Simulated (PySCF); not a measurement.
Shifts of the heteroatoms

Geometry (Å), atoms numbered from 1 in this order:
```xyz
21

C     1.0933   -0.1902    2.2414
Si    1.1868   -0.7379    0.4229
O     2.0445    0.3945   -0.3808
Si    2.5416    1.5144   -1.4298
Si   -0.9409   -0.7922   -0.5110
Si   -2.4474   -2.0020    0.7891
Si   -1.7211    1.3451   -1.0345
H     0.6148   -0.9541    2.8474
H     0.5162    0.7244    2.3531
H     2.0782   -0.0049    2.6605
H     2.0560   -1.9217    0.3341
H     2.0769    1.1073   -2.7568
H     3.9996    1.5282   -1.3418
H     1.9457    2.7843   -1.0183
H    -0.8459   -1.5251   -1.8014
H    -3.7287   -2.2354    0.1203
H    -1.9611   -3.3260    1.1912
H    -2.7708   -1.3041    2.0375
H    -1.7551    2.1921    0.1652
H    -3.0904    1.3592   -1.5637
H    -0.9011    2.0609   -2.0158
```

Calculated, not measured (PySCF 2.14): shieldings: GIAO PBE0/pcSseg-1, geometry from GFN2-xTB. No solvent model, single conformer, non-relativistic, one averaged value for each set of equivalent atoms.

(1) What are the ²⁹Si shifts?

(2) Predict the ¹⁷O NMR data.

Answers

(1) 
```json
{"atoms": "Si2", "environment": "silicon bonded to C, O, Si, H", "σ (ppm)": "351.2", "δ (ppm)": "-8.7"}
{"atoms": "Si4", "environment": "silicon bonded to O, 3 H", "σ (ppm)": "393.1", "δ (ppm)": "-43.2"}
{"atoms": "Si7", "environment": "silicon bonded to Si, 3 H", "σ (ppm)": "462.8", "δ (ppm)": "-100.5"}
{"atoms": "Si6", "environment": "silicon bonded to Si, 3 H", "σ (ppm)": "466.1", "δ (ppm)": "-103.2"}
{"atoms": "Si5", "environment": "silicon bonded to 3 Si, H", "σ (ppm)": "496.5", "δ (ppm)": "-128.1"}
```

Shieldings were converted by a linear fit to measured shifts: ²⁹Si: δ = 279.94 − 0.822σ (rms 8.9 ppm, 72 shifts, 25.8 ppm with the 6 outliers that the fit left out vs TMS, solution or neat liquid). A few per cent of atoms miss by over 2 rms, more outside the fitted compound classes.

On a 600 MHz spectrometer ²⁹Si resonates near 119.2 MHz, so 1 ppm is 119.2 Hz.

(2) 
| atoms | environment | σ (ppm) | δ (ppm) |
| --- | --- | --- | --- |
| O3 | oxygen bonded to 2 Si | 317.0 | -22.1 |

Shieldings were converted by a linear fit to measured shifts: ¹⁷O: δ = 266.70 − 0.911σ (rms 10.7 ppm, 155 shifts, 12.2 ppm with the 3 outliers that the fit left out vs liquid water, solution or neat liquid). A few per cent of atoms miss by over 2 rms, more outside the fitted compound classes.

On a 600 MHz spectrometer ¹⁷O resonates near 81.3 MHz, so 1 ppm is 81.3 Hz.
